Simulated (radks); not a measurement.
Results of a calculation; reference values are marked as such.
Trend from K4+ to Kr4+: ionisation energy by Delta-SCF between NIST ground configurations, and size. Level of theory: Dirac Kohn-Sham, BLYP, spin-unpolarised, spherical densities, finite nucleus; open shells are shared between the two j in proportion to 2j + 1; Fermi nuclear charge, rms radius of each element as measured or else 0.836 A^(1/3) + 0.57 fm (a radial shooting solver on a logarithmic mesh with Libxc functionals).

species      configuration  configuration of the ion  IE (eV)  NIST (eV)       kind   -e(HOMO) (eV)  outermost  <r> outermost (bohr)
K4+           [Ne] 3s2 3p3              [Ne] 3s2 3p2   80.071       82.7  semi-emp.  71.191 (3p3/2)      3p3/2                  1.24
Ca4+          [Ne] 3s2 3p4              [Ne] 3s2 3p3   86.554       84.3  semi-emp.  77.094 (3p3/2)      3p3/2                  1.16
Sc4+          [Ne] 3s2 3p5              [Ne] 3s2 3p4   93.061      91.95  semi-emp.  83.026 (3p3/2)      3p3/2                  1.09
Ti4+                  [Ar]              [Ne] 3s2 3p5   99.605      99.30       exp.  88.996 (3p3/2)      3p3/2                  1.03
V4+               [Ar] 3d1                      [Ar]   65.195     65.282       exp.  55.113 (3d5/2)      3d5/2                  1.09
Cr4+              [Ar] 3d2                  [Ar] 3d1   68.341      69.46  semi-emp.  57.911 (3d5/2)      3d5/2                  1.02
Mn4+              [Ar] 3d3                  [Ar] 3d2   71.397       72.4  semi-emp.  60.621 (3d5/2)      3d5/2                 0.972
Fe4+              [Ar] 3d4                  [Ar] 3d3   74.372       75.0  semi-emp.  63.251 (3d5/2)      3d5/2                 0.924
Co4+              [Ar] 3d5                  [Ar] 3d4   77.275       79.5  semi-emp.  65.810 (3d5/2)      3d5/2                 0.882
Ni4+              [Ar] 3d6                  [Ar] 3d5   80.113       76.1  semi-emp.  68.306 (3d5/2)      3d5/2                 0.843
Cu4+              [Ar] 3d7                  [Ar] 3d6   82.892         80  semi-emp.  70.742 (3d5/2)      3d5/2                 0.808
Zn4+              [Ar] 3d8                  [Ar] 3d7   85.616         83  semi-emp.  73.125 (3d5/2)      3d5/2                 0.776
Ga4+              [Ar] 3d9                  [Ar] 3d8   88.290       86.0  semi-emp.  75.457 (3d5/2)      3d5/2                 0.747
Ge4+             [Ar] 3d10                  [Ar] 3d9   90.918      90.50       exp.  77.742 (3d5/2)      3d5/2                 0.720
As4+         [Ar] 3d10 4s1                 [Ar] 3d10   63.850       62.8       exp.  57.234 (4s1/2)      4s1/2                  1.68
Se4+         [Ar] 3d10 4s2             [Ar] 3d10 4s1   68.787       68.3  semi-emp.  61.854 (4s1/2)      4s1/2                  1.59
Br4+     [Ar] 3d10 4s2 4p1             [Ar] 3d10 4s2   58.851      59.60       exp.  52.044 (4p3/2)      4p3/2                  1.70
Kr4+     [Ar] 3d10 4s2 4p2         [Ar] 3d10 4s2 4p1   63.252       64.7  semi-emp.  56.043 (4p3/2)      4p3/2                  1.61

Reference values: NIST Atomic Spectra Database (exp. = measured, semi-emp. = semi-empirical, theory = theoretical value adopted there). Spin polarisation and multiplet splitting are left out, so open shells lie too high by an amount that depends on their filling. Sharing an open shell by 2j + 1 raises it above the true ground level by a part of the spin-orbit splitting, which enters the differences from NIST.

Beside tabulated values, note that spin-unpolarised runs miss the spin-polarisation part of the exchange energy of open shells.
